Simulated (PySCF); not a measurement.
**Circular dichroism and optical rotation of SMILES [C@@H]1(F)C(=C)C[Si@H]1[SeH], C4H7FSeSi**

Method used: TDDFT wB97X-D/def2-SVPD circular dichroism and optical rotation, one conformer, gas phase (PySCF 2.14.0). Geometry: GFN2-xTB.

Input:
```
{"job": {"kind": "ecd", "xc": "wB97X-D", "basis": "def2-SVPD", "nstates": 8}, "charge": 0, "multiplicity": 1}
C     -2.273388     0.290302    -0.430125
C     -0.982820     0.203867    -0.182326
C      0.152408    -0.130276    -1.121881
Si     1.255918    -0.575237     0.385363
Se     3.179500     0.623858     0.678513
C     -0.294518     0.275819     1.159449
F     -0.970299    -0.377529     2.168429
H     -2.670376     0.163519    -1.423397
H     -2.982050     0.485988     0.356760
H      0.482594     0.745651    -1.682184
H     -0.100811    -0.902523    -1.844044
H      1.436371    -1.987360     0.703532
H      3.919793    -0.121800    -0.298918
H     -0.153001     1.305249     1.508662
```
Coordinates are in Å.

Command: `OMP_NUM_THREADS=1 python excited_run.py task.json out`

(1) What does the run print?

## Answers

(1) H and L stand for HOMO and LUMO.
```
coarse grid: 57072 points
cycle   1  E = -2946.8503567930  dE =  9.600e-02  |g| = 5.430e-01  |ddm| = 5.573e+00
cycle   2  E = -2946.8619350620  dE = -1.158e-02  |g| = 5.776e-01  |ddm| = 1.602e+00
cycle   3  E = -2946.9189969352  dE = -5.706e-02  |g| = 7.151e-02  |ddm| = 6.687e-01
cycle   4  E = -2946.9200236968  dE = -1.027e-03  |g| = 2.551e-02  |ddm| = 1.559e-01
cycle   5  E = -2946.9202098900  dE = -1.862e-04  |g| = 7.494e-03  |ddm| = 7.093e-02
cycle   6  E = -2946.9202258078  dE = -1.592e-05  |g| = 2.287e-03  |ddm| = 1.910e-02
cycle   7  E = -2946.9202274385  dE = -1.631e-06  |g| = 7.901e-04  |ddm| = 6.227e-03
final grid: 119040 points
cycle   8  E = -2946.9197721147  dE = -1.683e-06  |g| = 7.416e-04  |ddm| = 1.471e-02
cycle   9  E = -2946.9197721336  dE = -1.886e-08  |g| = 7.703e-04  |ddm| = 2.639e-03
cycle  10  E = -2946.9197722743  dE = -1.407e-07  |g| = 9.821e-05  |ddm| = 1.269e-03
cycle  11  E = -2946.9197722781  dE = -3.773e-09  |g| = 4.441e-05  |ddm| = 3.477e-04
cycle  12  E = -2946.9197722786  dE = -5.252e-10  |g| = 1.573e-05  |ddm| = 1.241e-04
converged SCF energy = -2946.9197722786

Singlet excitations and rotatory strengths (1e-40 esu^2 cm^2)
state   eV       nm     f(len)   f(vel)    R(len)    R(vel)   main configurations
  1   5.4433   227.8  0.00769  0.00779     3.996     4.266   H->L 0.38, H->L+1 0.29, H->L+2 0.17
  2   5.7737   214.7  0.03645  0.03804   -13.779   -14.394   H->L+1 0.55, H->L 0.38
  3   6.0142   206.2  0.13684  0.13612     2.315     2.266   H-1->L 0.74, H-2->L 0.16
  4   6.2578   198.1  0.00613  0.00673   -12.574   -12.796   H->L+2 0.50, H->L+3 0.36
  5   6.5444   189.5  0.11775  0.11543   -45.201   -44.747   H-2->L 0.35, H->L+3 0.23, H->L+2 0.09
  6   6.8169   181.9  0.05253  0.05241    45.056    47.185   H-2->L 0.31, H->L+3 0.14, H->L+2 0.09
  7   6.9588   178.2  0.10457  0.10802    66.806    66.639   H-1->L+2 0.64, H-1->L+1 0.12, H-1->L+3 0.08
  8   7.0646   175.5  0.00654  0.00768    14.903    16.146   H-3->L 0.37, H-4->L 0.29

Specific rotation (deg / (dm g/mL))
    nm     length   length(OI)   velocity    alpha(len)  alpha(vel)
  633.0     -57.59     -57.65     -53.99      106.103    106.500
  589.3     -67.81     -67.87     -63.55      106.678    107.082
  546.0     -81.04     -81.09     -75.93      107.405    107.817
  436.0    -141.72    -141.60    -132.60      110.504    110.953
  405.0    -172.88    -172.64    -161.67      111.966    112.432
  365.0    -233.35    -232.80    -218.09      114.598    115.096
  355.0    -254.08    -253.41    -237.42      115.446    115.954
```

The molecule is flexible and this is one conformer; a measurement averages over conformers. The calculation is non-relativistic, which matters for the atoms heavier than Zn.

It took 2.1 min wall time on 1 thread of an Arm Neoverse V1, shared host, peak memory 1 GiB.
